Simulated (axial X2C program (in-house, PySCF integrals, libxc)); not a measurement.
Testing model relations on SnCl⁺

A bond curve at the CCSD(T) level, with spin–orbit coupling, was computed with an in-house all-electron X2C program for linear molecules (integrals from PySCF) (basis Sn dyall-cv3z [11s12p9d4f1g], Cl dyall-av3z [9s8p3d2f] (cores contracted in-house)) for the state Ω = 0 (closed shell). Its fit gives Re = 2.2816 Å, ωe = 422.6 cm⁻¹, ωexe = 1.05 cm⁻¹ and αe = 4.377e-04 cm⁻¹; the masses are 119.9022 and 34.9689 u. Two-component means X2C with spin–orbit coupling and atomic mean-field Coulomb and Gaunt terms.

Correlated methods: 10 electrons correlated (number of frozen shells: Sn 4 s, 3 p, 2 d; Cl 2 s, 1 p), 258 virtual spin orbitals or spinors in MP2, 90 natural virtuals in coupled cluster.

(1) Find the reduced mass, Be and the force constant.

(2) Estimate the centrifugal constant by the Kratzer relation.

(3) Give B0, the J = 1←0 line in GHz and the most populated J at 300 K (kT = 208.5 cm⁻¹).

(4) Where do the fundamental and the first overtone lie?

(5) Estimate De from a Morse curve and compare with the computed well depth of 3.710 eV to Sn+ + Cl.

The state is a single determinant with fixed occupations, the lowest that a limited PBE0 search found. De is counted from the lowest determinant-based energies of the atoms at the same level, without counterpoise correction. Coupled cluster ran in a truncated set of natural virtual spinors; the MP2 energy of the rest was added. (T) has no such correction and the atoms are truncated less, which lowers De at CCSD(T) by a hundredth of an eV or more. With the outer-core shells frozen, correlated bond lengths of heavy atoms tend to come out a few hundredths of an ångström too long.

Answers

(1) From the CCSD(T) values: μ = 27.0731 u. Be = 16.8576/(μ Re²) = 0.1196 cm⁻¹. k = 5.8918×10⁻⁷ μ ωe² = 2.85 mdyn/Å.

(2) D = 4Be³/ωe² = 3.83e-08 cm⁻¹.

(3) B0 = Be − αe/2 = 0.1194 cm⁻¹; 2B0 = 7.159 GHz; J(max) ≈ √(kT/2B0) − 1/2 = 29.0, so J = 29.

(4) ν(1←0) = ωe − 2ωexe = 420.5 cm⁻¹; ν(2←0) = 2ωe − 6ωexe = 838.9 cm⁻¹.

(5) De(Morse) = ωe²/(4ωexe) = 5.272 eV against 3.710 eV computed, a ratio of 1.42. The extrapolation overshoots: the well softens faster than a Morse curve, or the lowest atomic limit lies below the one to which the curve heads.
